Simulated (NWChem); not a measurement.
System: C₃H₇N; SMILES C1NCC1

Input file for NWChem:

```
start job
memory heap 200 mb stack 900 mb global 1100 mb
geometry units angstroms noautosym nocenter noautoz
  C     -0.100126     1.074182     0.000000
  C      0.079431    -0.040583     1.045203
  N     -0.220654    -1.019992     0.000000
  C      0.079431    -0.040583    -1.045203
  H      0.628001     1.896798     0.000000
  H     -1.117855     1.489042     0.000000
  H     -0.605612    -0.050091     1.910697
  H      1.118998    -0.076657     1.429849
  H      0.325402    -1.877823     0.000000
  H      1.118998    -0.076657    -1.429849
  H     -0.605612    -0.050091    -1.910697
end
basis spherical
  * library def2-svp
end
dft
  xc hfexch
  iterations 150
end
property
  efieldgrad
end
task dft property
```

All runs use the structure optimised with PBE0/def2-SVP.

Vzz is the largest principal value of the second derivative of the potential at the nucleus (NWChem prints the opposite sign); η is the asymmetry. Non-relativistic.

Atoms are numbered as in the input.

Task: Predict the main results of this run. (Hartree-Fock/def2-SVP.) Quantities: Vzz N3 (a.u.); η N3.

Result: 
| Item | Result |
|---|---|
| Vzz N3 (a.u.) | -1.202 |
| η N3 | 0.01 |
